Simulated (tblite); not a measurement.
Record of a relaxation.

C₆H₁₁NO₂Si.
Numbering: `[CH3:1][CH2:2][O:3][Si@@H:4]([OH:5])[n:6]1[cH:7][cH:8][cH:9][cH:10]1` (hydrogens: H11, H12, H13 on C1; H14, H15 on C2; H16 on Si4; H17 on O5; H18 on C7; H19 on C8; H20 on C9; H21 on C10)

Computed with GFN2-xTB (tblite), gas phase: L-BFGS steps from a force-field or distance-geometry start until the largest atomic force falls under 0.01 eV/Å. 8 of its 154 geometries are shown.

Step 0: E = -852.1423 eV, largest atomic force 2.704 eV/Å
```
atom  x, y, z in Å  |  force x, y, z in eV/Å
C1     -3.662    0.825   -0.149   -2.476   0.977   0.475
C2     -2.469    0.118    0.336    0.995  -1.387   0.631
O3     -1.320    0.235   -0.479    1.609  -0.722   1.173
Si4    -0.131   -0.665    0.327    0.081  -0.607  -1.104
O5     -0.235   -2.296   -0.183   -0.081   1.662   1.274
N6      1.522   -0.092    0.047   -1.843  -0.716   0.256
C7      1.942    0.956   -0.695    0.984   0.552  -0.277
C8      3.311    1.032   -0.622   -0.392   1.347  -1.097
C9      3.719   -0.002    0.175    1.301  -1.774   1.532
C10     2.610   -0.689    0.594    0.714  -0.483   0.350
H11    -3.788    1.794    0.408    0.267  -0.614  -0.902
H12    -3.741    0.983   -1.231    0.360  -0.063   0.411
H13    -4.563    0.235    0.164    0.619   0.389  -0.392
H14    -2.618   -0.998    0.422   -0.475   0.903   0.061
H15    -2.183    0.485    1.346   -0.563  -0.168  -0.371
H16    -0.457   -0.555    1.798    0.534  -0.171  -0.680
H17    -0.549   -2.885    0.516    0.232   0.107  -0.548
H18     1.308    1.606   -1.237   -0.608   0.109  -0.142
H19     3.970    1.751   -1.097   -0.391  -0.177   0.094
H20     4.746   -0.256    0.464   -0.604   0.206  -0.218
H21     2.577   -1.566    1.249   -0.266   0.630  -0.527
```

Step 22: E = -853.0713 eV, largest atomic force 0.235 eV/Å
```
atom  x, y, z in Å  |  force x, y, z in eV/Å
C1     -3.618    0.880   -0.248    0.026   0.081  -0.015
C2     -2.610    0.042    0.520    0.020   0.025   0.003
O3     -1.289    0.292    0.086    0.051  -0.161  -0.003
Si4    -0.073   -0.672    0.549    0.163  -0.041  -0.164
O5     -0.180   -2.166   -0.079   -0.101   0.002  -0.052
N6      1.470   -0.102   -0.028    0.140   0.067   0.036
C7      1.904    0.981   -0.748    0.050   0.031   0.011
C8      3.264    1.073   -0.668    0.003  -0.056   0.003
C9      3.704   -0.006    0.139   -0.032   0.028  -0.021
C10     2.591   -0.697    0.499    0.064   0.002   0.018
H11    -3.545    1.923    0.047   -0.007   0.017  -0.022
H12    -3.425    0.813   -1.315   -0.029  -0.066   0.006
H13    -4.622    0.514   -0.033    0.093   0.089  -0.051
H14    -2.852   -1.021    0.393    0.113   0.032  -0.013
H15    -2.666    0.279    1.589   -0.043  -0.072   0.000
H16     0.004   -0.726    2.004   -0.042  -0.017   0.148
H17    -0.421   -2.976    0.360   -0.004   0.062   0.054
H18     1.224    1.598   -1.302   -0.097  -0.051   0.144
H19     3.901    1.811   -1.126   -0.161  -0.069   0.020
H20     4.717   -0.234    0.427   -0.132   0.042  -0.110
H21     2.515   -1.589    1.089   -0.076   0.056   0.006
```

Step 44: E = -853.2734 eV, largest atomic force 0.433 eV/Å
```
atom  x, y, z in Å  |  force x, y, z in eV/Å
C1     -3.369    0.965   -0.412    0.104  -0.083  -0.017
C2     -2.586    0.028    0.490    0.038  -0.074   0.104
O3     -1.203    0.291    0.429    0.062   0.010  -0.070
Si4    -0.073   -0.793    0.802    0.002   0.172   0.155
O5     -0.551   -2.179    0.099   -0.121   0.290  -0.092
N6      1.427   -0.121    0.214   -0.093  -0.025  -0.032
C7      1.685    0.981   -0.559   -0.045   0.014   0.002
C8      3.030    1.107   -0.735   -0.033   0.056  -0.057
C9      3.643    0.039   -0.042   -0.005  -0.047   0.035
C10     2.636   -0.678    0.522   -0.027  -0.102   0.034
H11    -3.041    1.988   -0.252   -0.003   0.000  -0.033
H12    -3.213    0.688   -1.448    0.062   0.106  -0.145
H13    -4.429    0.890   -0.191   -0.027  -0.008   0.037
H14    -2.753   -1.018    0.218   -0.108   0.039  -0.040
H15    -2.904    0.162    1.525   -0.040   0.022   0.191
H16     0.096   -1.032    2.247   -0.054   0.073  -0.171
H17    -0.190   -3.029    0.295    0.261  -0.343   0.037
H18     0.886    1.597   -0.921   -0.009  -0.082   0.047
H19     3.531    1.870   -1.298    0.003   0.021  -0.005
H20     4.689   -0.184    0.040    0.025   0.090  -0.058
H21     2.681   -1.556    1.131    0.009  -0.128   0.079
```

Step 66: E = -853.3434 eV, largest atomic force 0.052 eV/Å
```
atom  x, y, z in Å  |  force x, y, z in eV/Å
C1     -3.295    1.022   -0.451    0.007  -0.016   0.000
C2     -2.603    0.060    0.502   -0.019  -0.014  -0.005
O3     -1.209    0.219    0.411   -0.001  -0.026   0.011
Si4    -0.097   -0.840    0.879    0.002  -0.014   0.012
O5     -0.460   -2.297    0.250    0.026   0.002  -0.004
N6      1.397   -0.203    0.254    0.002  -0.012  -0.010
C7      1.586    0.919   -0.504   -0.011  -0.002   0.005
C8      2.916    1.093   -0.738   -0.010   0.008   0.013
C9      3.590    0.032   -0.087   -0.014   0.019  -0.018
C10     2.633   -0.734    0.504    0.005   0.014  -0.003
H11    -2.981    2.042   -0.245   -0.011  -0.010   0.020
H12    -3.033    0.781   -1.479    0.004   0.002   0.012
H13    -4.372    0.946   -0.331    0.022   0.013  -0.012
H14    -2.867   -0.974    0.263   -0.011   0.005  -0.011
H15    -2.910    0.255    1.537    0.013   0.030  -0.018
H16     0.012   -0.951    2.332   -0.008  -0.014   0.020
H17     0.199   -2.976    0.140   -0.008  -0.011   0.019
H18     0.738    1.494   -0.815    0.011   0.025  -0.006
H19     3.359    1.888   -1.305    0.048  -0.019   0.002
H20     4.648   -0.140   -0.058    0.002   0.029  -0.035
H21     2.738   -1.622    1.096   -0.048  -0.009   0.010
```

Step 87: E = -853.3487 eV, largest atomic force 0.016 eV/Å
```
atom  x, y, z in Å  |  force x, y, z in eV/Å
C1     -3.257    1.032   -0.467   -0.010   0.003  -0.004
C2     -2.614    0.053    0.502    0.004   0.011  -0.004
O3     -1.218    0.179    0.428    0.000  -0.004  -0.003
Si4    -0.097   -0.865    0.899    0.005   0.001   0.004
O5     -0.419   -2.325    0.258    0.003  -0.001   0.010
N6      1.381   -0.188    0.271    0.010  -0.001   0.011
C7      1.561    0.940   -0.482    0.000  -0.001   0.003
C8      2.887    1.104   -0.742   -0.004   0.003  -0.010
C9      3.567    0.034   -0.115   -0.001   0.000  -0.007
C10     2.617   -0.729    0.493    0.011  -0.007  -0.003
H11    -2.933    2.044   -0.235   -0.006  -0.004  -0.007
H12    -2.960    0.796   -1.485    0.009   0.004   0.003
H13    -4.339    0.977   -0.389   -0.011  -0.004   0.002
H14    -2.903   -0.976    0.264   -0.001   0.014  -0.004
H15    -2.930    0.269    1.530    0.000  -0.009  -0.001
H16     0.011   -0.981    2.352   -0.003  -0.006   0.000
H17     0.244   -3.007    0.197   -0.008   0.001   0.009
H18     0.715    1.529   -0.771   -0.001  -0.002   0.001
H19     3.335    1.892   -1.315    0.006   0.011   0.001
H20     4.625   -0.144   -0.121   -0.004   0.006   0.004
H21     2.718   -1.619    1.082    0.002  -0.014  -0.007
```

Step 109: E = -853.3509 eV, largest atomic force 0.020 eV/Å
```
atom  x, y, z in Å  |  force x, y, z in eV/Å
C1     -3.252    1.043   -0.476    0.009  -0.008   0.008
C2     -2.607    0.055    0.483   -0.005  -0.009  -0.003
O3     -1.210    0.166    0.400    0.005   0.003  -0.004
Si4    -0.094   -0.869    0.905    0.002   0.006  -0.005
O5     -0.413   -2.345    0.298    0.001  -0.003   0.010
N6      1.384   -0.201    0.268   -0.003   0.004   0.000
C7      1.556    0.949   -0.454   -0.004   0.001   0.003
C8      2.877    1.121   -0.729   -0.001   0.001   0.004
C9      3.565    0.032   -0.142   -0.003   0.010  -0.001
C10     2.624   -0.748    0.457   -0.004   0.003  -0.001
H11    -2.964    2.058   -0.217    0.001  -0.005   0.007
H12    -2.923    0.838   -1.491   -0.007  -0.002  -0.006
H13    -4.334    0.954   -0.427    0.009   0.006   0.000
H14    -2.905   -0.969    0.236   -0.008  -0.003   0.002
H15    -2.915    0.262    1.515   -0.001  -0.002  -0.020
H16    -0.004   -0.953    2.361    0.012   0.003   0.015
H17     0.227   -3.050    0.315   -0.007   0.018  -0.003
H18     0.706    1.546   -0.714   -0.009   0.000  -0.001
H19     3.316    1.928   -1.283    0.009  -0.005   0.002
H20     4.623   -0.142   -0.167    0.006  -0.007   0.000
H21     2.734   -1.655    1.018   -0.002  -0.011  -0.009
```

Step 131: E = -853.3528 eV, largest atomic force 0.016 eV/Å
```
atom  x, y, z in Å  |  force x, y, z in eV/Å
C1     -3.225    1.045   -0.497   -0.012   0.005  -0.004
C2     -2.607    0.037    0.458    0.000  -0.002  -0.003
O3     -1.210    0.155    0.412   -0.002  -0.004   0.002
Si4    -0.090   -0.862    0.940    0.003   0.002   0.000
O5     -0.421   -2.357    0.392   -0.002   0.015   0.003
N6      1.376   -0.212    0.258    0.003   0.008   0.002
C7      1.542    0.967   -0.417    0.000   0.010   0.003
C8      2.859    1.143   -0.709    0.002   0.005   0.006
C9      3.550    0.026   -0.184    0.002  -0.005   0.001
C10     2.616   -0.774    0.398    0.002  -0.004  -0.001
H11    -2.936    2.053   -0.211    0.009   0.001  -0.005
H12    -2.877    0.857   -1.509   -0.007   0.007   0.007
H13    -4.308    0.966   -0.470   -0.014  -0.004  -0.006
H14    -2.897   -0.982    0.183    0.004  -0.008  -0.002
H15    -2.944    0.222    1.484    0.004   0.002   0.006
H16     0.021   -0.892    2.398   -0.001   0.000  -0.008
H17     0.219   -3.062    0.422    0.014  -0.004   0.000
H18     0.692    1.580   -0.635   -0.004  -0.003   0.003
H19     3.294    1.970   -1.235    0.000  -0.006  -0.003
H20     4.607   -0.153   -0.236   -0.002  -0.006  -0.005
H21     2.731   -1.708    0.913   -0.001  -0.009   0.005
```

Step 153: E = -853.3555 eV, largest atomic force 0.009 eV/Å
```
atom  x, y, z in Å  |  force x, y, z in eV/Å
C1     -3.272    1.034   -0.503    0.002   0.000   0.004
C2     -2.618    0.004    0.404    0.000  -0.002   0.000
O3     -1.223    0.143    0.332    0.001  -0.005   0.006
Si4    -0.092   -0.811    0.953    0.001  -0.002  -0.002
O5     -0.367   -2.347    0.499   -0.003   0.005  -0.002
N6      1.382   -0.189    0.263   -0.004   0.002  -0.003
C7      1.585    1.019   -0.345   -0.001  -0.004   0.003
C8      2.900    1.150   -0.671    0.004  -0.001   0.001
C9      3.551   -0.028   -0.236   -0.007  -0.002  -0.003
C10     2.596   -0.816    0.330   -0.002  -0.001   0.005
H11    -2.996    2.035   -0.185   -0.003   0.007  -0.003
H12    -2.938    0.891   -1.527   -0.002  -0.005   0.001
H13    -4.353    0.931   -0.461   -0.001   0.001   0.000
H14    -2.896   -1.011    0.102   -0.002   0.002  -0.001
H15    -2.937    0.149    1.443    0.004   0.000  -0.008
H16    -0.025   -0.743    2.412    0.004   0.003  -0.001
H17     0.304   -3.020    0.562    0.004  -0.003   0.000
H18     0.757    1.681   -0.502    0.000   0.002   0.001
H19     3.358    1.984   -1.165    0.002   0.002   0.000
H20     4.594   -0.257   -0.336    0.000   0.002   0.000
H21     2.681   -1.784    0.786    0.002   0.000   0.000
```

Question: Summarise the path.

Answer: The energy falls by 117.06 kJ/mol from step 0 to step 153; nine tenths of that is first reached at step 39. It falls at every step. The largest force goes from 2.704 to 0.009 eV/Å. Among the bonds O3–Si4 changes most, from 1.695 to 1.604 Å; the atoms move by 0.685 Å rms after alignment.

Question: Follow the three bonds and two angles with the largest change from start to end.

Answer: 
```csv
step,E above end (kJ/mol),largest force (eV/Å),O3–Si4 (Å),Si4–O5 (Å),C1–C2 (Å),C2–O3–Si4 (°),O3–Si4–N6 (°)
0,117.06,2.704,1.695,1.711,1.469,104.6,114.0
7,56.88,0.743,1.638,1.636,1.522,110.8,114.5
13,37.91,0.432,1.620,1.621,1.520,117.9,113.2
20,29.33,0.301,1.621,1.622,1.520,119.5,112.0
27,23.98,0.253,1.615,1.624,1.519,123.0,111.8
33,17.24,0.289,1.610,1.634,1.520,121.1,109.2
40,10.87,0.266,1.607,1.631,1.518,121.5,106.9
47,6.34,0.256,1.608,1.630,1.521,123.6,105.1
53,3.28,0.123,1.607,1.626,1.521,125.1,105.1
60,1.66,0.093,1.607,1.627,1.519,125.9,105.1
67,1.11,0.056,1.606,1.628,1.520,126.6,104.2
73,0.86,0.041,1.604,1.628,1.520,127.5,103.8
80,0.75,0.037,1.604,1.628,1.520,128.0,103.6
86,0.66,0.016,1.603,1.627,1.520,128.4,103.6
93,0.60,0.023,1.603,1.627,1.520,128.8,103.4
100,0.55,0.024,1.603,1.627,1.521,128.9,103.3
106,0.48,0.025,1.604,1.627,1.520,128.4,103.1
113,0.41,0.044,1.604,1.627,1.520,128.5,103.2
120,0.33,0.023,1.603,1.626,1.520,128.9,103.1
126,0.28,0.011,1.603,1.626,1.520,129.2,103.0
133,0.25,0.022,1.603,1.626,1.520,129.1,102.7
140,0.17,0.029,1.603,1.626,1.520,128.5,102.6
146,0.07,0.039,1.604,1.626,1.520,128.1,102.9
153,0.00,0.009,1.604,1.625,1.520,128.4,103.4
```

The cost below is that of the whole relaxation. The run took 2.4 s of wall time on an Arm Neoverse N1 with one thread, no GPU, on a shared host.
